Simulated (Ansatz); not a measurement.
Start from `[CH3][GaH][Cl]` and change one element to get `[CH3][InH][Cl]`.

Ansatz, PBE0-D4/def2-TZVP geometries, multiplicity 1. 

Elements past krypton have def2 core potentials. Scalar relativity is left out up to krypton.

| property | `[CH3][GaH][Cl]` |
| --- | --- |
| HOMO–LUMO gap (ωB97M-V/def2-TZVPP) / eV | 10.68 |
| HOMO energy (ωB97M-V/def2-TZVPP) / eV | -10.32 |
| LUMO energy (PBE/def2-TZVPP) / eV | -2.14 |
| HOMO energy (PBE0/def2-TZVPP) / eV | -8.12 |
| HOMO energy (B3LYP/def2-TZVPP) / eV | -7.88 |
| LUMO energy (ωB97M-V/def2-TZVPP) / eV | 0.36 |

Question: Give the same properties after the change, and the shifts. (Best estimate.)

Answer: Ansatz gave: 
| property | `[CH3][InH][Cl]` | shift |
| --- | --- | --- |
| HOMO–LUMO gap (ωB97M-V/def2-TZVPP) / eV | 9.94 | -0.74 |
| HOMO energy (ωB97M-V/def2-TZVPP) / eV | -10.06 | 0.26 |
| LUMO energy (PBE/def2-TZVPP) / eV | -2.31 | -0.17 |
| HOMO energy (PBE0/def2-TZVPP) / eV | -7.87 | 0.25 |
| HOMO energy (B3LYP/def2-TZVPP) / eV | -7.63 | 0.25 |
| LUMO energy (ωB97M-V/def2-TZVPP) / eV | -0.11 | -0.47 |

With PBE0 the HOMO rises by 0.25 eV and the LUMO falls by 0.25 eV, so the gap narrows by about 0.50 eV. PBE moves the HOMO by 0.22 eV and ωB97M-V by 0.26 eV.

B3LYP here is the variant with VWN-RPA as its local correlation; programs differ in this.
